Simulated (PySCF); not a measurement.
C2H3AlF4O, SMILES C[O][Al]([F])[C](F)(F)F.

Coordinates come from a PBE-D3(BJ)/def2-SVP optimisation. Other conformers were not sampled.

Method: PySCF with PBE-D3(BJ)/def2-SVP.

Frequencies are harmonic and unscaled.

| mode | ν (cm⁻¹) | IR (km/mol) | moving atoms (share of kinetic energy) |
|---|---|---|---|
| 1 | 5 | 0.3 | F 84 % |
| 2 | 59 | 0.0 | H 95 % |
| 3 | 67 | 0.4 | C 34 %, F 33 %, H 18 %, Al 11 % |
| 4 | 80 | 0.0 | F 33 %, C 20 %, O 19 %, H 18 %, Al 10 % |
| 5 | 113 | 11.3 | F 65 %, O 15 %, C 12 % |
| 6 | 141 | 14.4 | F 49 %, O 35 %, C 9 % |
| 7 | 216 | 9.8 | F 46 %, O 37 %, C 12 % |
| 8 | 228 | 3.8 | F 72 %, C 12 %, Al 10 % |
| 9 | 276 | 50.2 | Al 64 %, F 25 %, O 8 % |
| 10 | 370 | 56.2 | F 39 %, Al 37 %, O 21 % |
| 11 | 498 | 0.0 | F 92 % |
| 12 | 498 | 0.4 | F 92 % |
| 13 | 666 | 45.2 | F 48 %, C 21 %, Al 18 %, O 10 % |
| 14 | 732 | 21.2 | F 54 %, Al 26 %, C 13 % |
| 15 | 880 | 99.1 | Al 48 %, F 43 % |
| 16 | 1060 | 204.1 | C 70 %, F 30 % |
| 17 | 1081 | 210.6 | C 72 %, F 28 % |
| 18 | 1142 | 52.5 | H 69 %, C 23 % |
| 19 | 1145 | 0.0 | H 76 %, C 19 % |
| 20 | 1161 | 250.7 | C 71 %, F 20 % |
| 21 | 1232 | 247.0 | O 55 %, C 34 % |
| 22 | 1422 | 2.3 | H 97 % |
| 23 | 1424 | 2.7 | H 95 % |
| 24 | 1433 | 14.9 | H 89 %, C 9 % |
| 25 | 2928 | 90.9 | H 97 % |
| 26 | 3009 | 33.3 | H 90 %, C 10 % |
| 27 | 3015 | 28.2 | H 90 %, C 10 % |
